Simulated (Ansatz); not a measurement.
Reaction (substitution at a C–S bond): `NCS` + `CBO` → `CBOCN` + H₂S

Isolated molecules relaxed with PBE0-D4/def2-TZVP in Ansatz; ΔE leaves out vibrations. CBS: MP2 limit from def2 TZ/QZ plus the TZ coupled-cluster correction, frozen cores. This one scheme is used for every species. DFT in def2-TZVPP. B3LYP here is the variant with VWN-RPA as its local correlation; programs differ in this. Each species was taken in one conformer, which may not be the lowest.

| level | ΔE (kcal/mol) | difference from CCSD(T)/CBS |
| --- | --- | --- |
| PBE-D4 | 3.7 | 0.3 |
| ωB97M-V | 2.7 | -0.7 |
| PBE0 | 3.6 | 0.2 |
| B3LYP | 2.4 | -1.0 |
| HF/def2-TZVPP | 0.8 | -2.6 |
| MP2/def2-TZVPP | 3.8 | 0.4 |
| SCS-MP2/def2-TZVPP | 3.0 | -0.4 |
| CCSD/def2-TZVPP | 2.1 | -1.3 |
| CCSD(T)/def2-TZVPP | 2.3 | -1.1 |
| MP2/CBS(def2) | 4.9 | 1.5 |
| CCSD(T)/CBS | 3.4 | 0 |

Largest T1 diagnostic among the species: 0.012.

In def2-TZVPP, CCSD(T) changes the Hartree–Fock value by +1.4 kcal/mol (the triples alone add +0.2 kcal/mol) and MP2 by +2.9 kcal/mol.
